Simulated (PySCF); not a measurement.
# Vertical excitation energies

C5H12Si.
SMILES: `CC(C)[C@H]1C[SiH2]1`

Computed with PySCF, TDDFT CAM-B3LYP/def2-SVPD, vertical, gas phase, core orbitals frozen in the response. Geometry: GFN2-xTB, one conformer, isolated molecule. Torsions of this conformer, `[CH3:1][CH:2]([CH3:3])[C@H:4]1[CH2:5][SiH2:6]1`: C1–C2–C4–C5 76°.

| state | E (eV) | λ (nm) | ν̃ (cm⁻¹) | f | \|μ\| (D) | main configurations (H = HOMO, L = LUMO) |
| --- | --- | --- | --- | --- | --- | --- |
| S1 | 6.25 | 198.4 | 50410 | 0.202 | 2.92 | H→L (87%) |
| S2 | 6.35 | 195.3 | 51210 | 0.016 | 0.82 | H→L+1 (52%), H→L+3 (34%) |
| S3 | 6.78 | 182.8 | 54720 | 0.039 | 1.23 | H→L+2 (68%), H→L+1 (17%) |
| S4 | 6.90 | 179.7 | 55650 | 0.016 | 0.77 | H→L+4 (43%), H→L+3 (18%), H-1→L (11%) |
| S5 | 7.13 | 173.8 | 57520 | 0.0074 | 0.52 | H-1→L (26%), H→L+4 (25%), H→L+2 (14%) |
| S6 | 7.39 | 167.8 | 59600 | 0.012 | 0.64 | H-1→L (46%), H→L+3 (22%), H→L+1 (11%) |
| S7 | 7.53 | 164.7 | 60710 | 0.0068 | 0.49 | H→L+7 (53%), H→L+4 (18%) |
| S8 | 7.68 | 161.4 | 61940 | 0.0007 | 0.16 | H→L+5 (37%), H-1→L+1 (20%), H→L+6 (14%) |

Triplets (Tamm–Dancoff): T1 4.84 eV, H→L (86%); T2 6.17 eV, H→L+1 (52%), H→L+3 (41%); T3 6.24 eV, H→L+2 (39%), H-1→L (23%), H→L+6 (13%).

The lowest singlet comes at 198 nm (603 kJ/mol) in the vacuum ultraviolet; it is strong; its leading configuration is HOMO→LUMO (87%). The lowest level is also the most intense of those listed (f = 0.202). Löwdin shares by element: HOMO carbon 51% or more, silicon 30% (atoms not listed hold the other 19%); LUMO silicon 32%, hydrogen 21% or more, carbon 12% or more (atoms not listed hold the other 34%). The oscillator strengths of these states sum to 0.299; summed over the whole spectrum of an exact calculation they would give the number of electrons, 56 (Thomas–Reiche–Kuhn). Of the 8 states listed, 5 reach f = 0.01 and none stays under 0.0005. The listed states span 1.43 eV, and the widest gap between neighbours is 0.43 eV (S2 to S3). No computed singlet lies in the visible range (380 to 750 nm); the lowest, at 198 nm, stands 2.99 eV above its violet end (3.26 eV). Only the lowest 8 singlets were computed, as vertical energies without vibronic structure.

Without π bonds the low states are Rydberg-like; a valence basis with one diffuse set may place them up to an eV too high.
